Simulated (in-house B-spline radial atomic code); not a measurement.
Values are calculated unless marked as measured or tabulated.
Correlation energy from the adiabatic connection: −Z/r, Z = 3.16, wall at 1.87 bohr

Two electrons in a singlet, external potential −Z/r, Z = 3.16, wall at 1.87 bohr (atomic units). Full CI in B-splines (partial waves to l = 8, correlation up to 0.6 % small) with the density held fixed gives W(λ) = <V_ee>_λ − U, and E_c is the integral of W(λ) − W(0) from 0 to 1.

| λ | W(λ) − W(0) (hartree) |
| --- | --- |
| 0 | 0.00000 |
| 0.02 | -0.00187 |
| 0.05 | -0.00466 |
| 0.12 | -0.01108 |
| 0.25 | -0.02270 |
| 0.4 | -0.03565 |
| 0.6 | -0.05221 |
| 0.8 | -0.06798 |
| 1 | -0.08303 |

(1) Integrate the table by the trapezoid rule.

(2) Now use only three numbers: W(0) = -1.8002, the initial slope W'(0) = -0.09373 (extrapolated from the first points) and the strong-coupling limit of the point-charge-plus-continuum model, W∞ = -2.4868. What do second-order theory and the interpolation W(λ) = W∞ + (W(0) − W∞)/√(1 + 2χλ) of Seidl, Perdew and Levy give?

Results:

(1) The strips give -0.00002, -0.00010, -0.00055, -0.00220, -0.00438, -0.00879, -0.01202, -0.01510, which sum to -0.04315 hartree. The direct value, W(1) − W(0) + T_c with T_c = 0.03984, is -0.04319; the curve is convex, so chords lie above it and the trapezoids fall short in size by 0.11 %.

(2) Second order keeps the slope alone: E_c = W'(0)/2 = -0.04686, +9 % in size against -0.04319. Matching the slope fixes χ = W'(0)/(W∞ − W(0)) = -0.09373/(-0.68660) = 0.13651. Integrating, with s = √(1 + 2χ) = 1.128285, E_c = −(W(0) − W∞)(s − 1)/(s + 1) = −0.68660 × 0.128285/2.128285 = -0.04139 hartree, -4.2 % in size against the full result. At λ = 1 the formula gives W − W(0) = -0.07807 against -0.08303. Part of the miss can come from the model's W∞.
